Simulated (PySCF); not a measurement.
## I (iodine, neutral): UHF calculation

Configuration: [Kr] 4d10 5s2 5p5, 2P determinant. Computed with PySCF 2.14 in aug-cc-pwCVTZ-PP with ECP28MDF (8s7p6d4f1g, 96 functions), with scalar relativity through the core potential.

```
Total energy                                                  : -294.662419 hartree
One-electron energy                                           : -513.6525 hartree
Hartree (Coulomb) energy                                      : 240.0135 hartree
Exchange energy                                               : -21.0235 hartree
⟨S²⟩                                                          : 0.7613
⟨L²⟩                                                          : 2.048
Sum of ⟨r⟩                                                    : 32.17 bohr
Sum of ⟨r²⟩                                                   : 60.23 bohr²
Traceless quadrupole moment −½Σ⟨3z² − r²⟩ along its main axis : 2.68 e·bohr²
```

```
shell  electrons  mean orbital energy (hartree)  spread (hartree)  rms radius, mean of both spins (bohr)
 4s α          1                       -7.74943                 0                                  0.796
 4s β          1                       -7.74149                 0                                  0.796
 4p α          3                       -5.57433           0.02104                                  0.854
 4p β          3                       -5.56643           0.00044                                  0.854
 4d α          5                       -2.30096           0.02302                                  0.999
 4d β          5                       -2.29479           0.01100                                  0.999
 5s α          1                       -0.92263                 0                                   2.15
 5s β          1                       -0.83299                 0                                   2.15
 5p α          3                       -0.41973           0.05952                                   2.66
 5p β          2                       -0.38281                 0                                   2.66
```

Energies and moments cover only the electrons outside the core potential.
